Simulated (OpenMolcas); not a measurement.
# 4d³ along the 39-electron sequence

```
Program             : OpenMolcas 26.06
Method              : MS-CASPT2, IPEA 0.25 Eh, imaginary shift 0.1 Eh
Basis               : ANO-RCC-VTZP
Scalar Hamiltonian  : DKH2, point nucleus
Spin-orbit coupling : RASSI with atomic mean-field integrals over the reference wave functions, term energies averaged over their components
```

Active space for each ion: 3 electrons in 5 orbitals (4d); closed shells correlated by CASPT2: 4s 4p.

Computed levels in cm-1 above ⁴F_3/2:

```csv
Level,Tc4+,Ru5+,Rh6+,Pd7+
⁴F_5/2,1064,1427,1878,2480
⁴F_7/2,2380,3150,4090,5310
⁴F_9/2,3840,5020,6420,8190
⁴P_3/2,12230,13590,14930,16460
⁴P_1/2,12290,13740,15220,16980
⁴P_5/2,13980,15940,18080,20640
²G_7/2,14010,15980,18000,20370
²G_9/2,14930,17050,19190,21690
²P_1/2,17440,20180,22870,26210
weight of ⁴F in the lowest level (%),98,98,97,96
```

Mixed levels, with the weight of the term that names them: Ru5+ ²G_9/2 (74 %), Rh6+ ²G_9/2 (67 %), Pd7+ ⁴P_3/2 (72 %), Pd7+ ²G_9/2 (60 %).

The fine-structure level ⁴F_9/2 changes by a factor of 2.13 from Tc4+ to Pd7+. Its fourth root runs 7.87, 8.42, 8.95, 9.51, with steps per unit of Z of 0.55, 0.53, 0.56; equal steps would mean a (Z - σ)^4 law with constant σ.

⁴P_3/2 changes by a factor of 1.35 over the same range, with steps per unit of Z of +1360, +1340, +1530 cm-1.

CASPT2 breaks the degeneracy within a term, and the mean is taken; among the terms shown or strongly mixed into the levels shown the widest spread is 1000 cm-1 (4d³ ⁴F, Ru5+). Only configurations of the active space appear.
